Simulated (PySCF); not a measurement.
## Levels of Hf⁵⁹⁺ from EOM-EA-GCCSD

Reference: closed-shell Hf⁶⁰⁺, [Ne] 3s2; one electron is added. Calculated with PySCF 2.14, two-component X2C-1e with screened spin-orbit coupling, an uncontracted even-tempered set (17 s from 6.5 bohr⁻², ratio 2.6; 14 p from 8.5 bohr⁻², ratio 2.6; 6 d from 8.7 bohr⁻², ratio 2.8; 4 f from 120 bohr⁻², ratio 2.8); frozen 1s2; the 52 highest virtual spinors dropped; of the others 56 kept and the rest restored at second order. No Breit or QED terms. Binding energies in eV.

```tsv
level	Koopmans	second order	EOM-CCSD
3p1/2	6288.0	6289.7	6289.0
3p3/2	5963.4	5966.0	5966.1
3d3/2	5746.6	5760.6	5738.0
3d5/2	5674.5	near a pole	5675.1
```

In EOM-CCSD the overlap with the one-orbital guess is low for 3d3/2 (weight 0.80). That can mean mixing with two-particle, one-hole states, where second order and EOM-CCSD lose accuracy, or only a rotation among the degenerate components of the shell; the terms of those configurations are not listed.

For comparison, the ionisation energy of Hf⁵⁹⁺ is 6284 ± 7 eV (theoretical estimate listed by NIST; NIST Atomic Spectra Database, ionization energies).

Only part of the computed levels is shown.
